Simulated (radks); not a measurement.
Isoelectronic series with 9 electrons, all held in the configuration [He] 2s2 2p5, which need not be the ground one along the series. Calculated with a radial shooting solver on a logarithmic mesh with Libxc functionals: Dirac Kohn-Sham, BLYP, spin-unpolarised, spherical densities, finite nucleus; open shells fill j = l - 1/2 first; Fermi nuclear charge, rms radius of each element as measured or else 0.836 A^(1/3) + 0.57 fm. Total energies (hartree) and orbital eigenvalues (eV):

| ion | E (hartree) | 2p3/2 | 2p1/2 | 2s1/2 | 1s1/2 |
|---|---|---|---|---|---|
| F | -99.83772 | -11.0952 | -11.1594 | -29.7704 | -664.1916 |
| Al4+ | -236.42010 | -138.5525 | -139.0466 | -176.1526 | -1591.752 |
| P6+ | -327.47493 | -244.0418 | -245.0602 | -291.6192 | -2221.705 |
| Cl8+ | -433.75653 | -376.9531 | -378.8304 | -434.9175 | -2962.434 |
| K10+ | -555.32616 | -537.2146 | -540.4049 | -606.0920 | -3814.325 |
| Sc12+ | -692.25722 | -724.8000 | -729.8967 | -805.2597 | -4777.896 |
| V14+ | -844.63440 | -939.7068 | -947.4619 | -1032.584 | -5853.778 |
| Mn16+ | -1012.55312 | -1181.946 | -1193.291 | -1288.264 | -7042.691 |
| Co18+ | -1196.11998 | -1451.539 | -1467.607 | -1572.531 | -8345.452 |
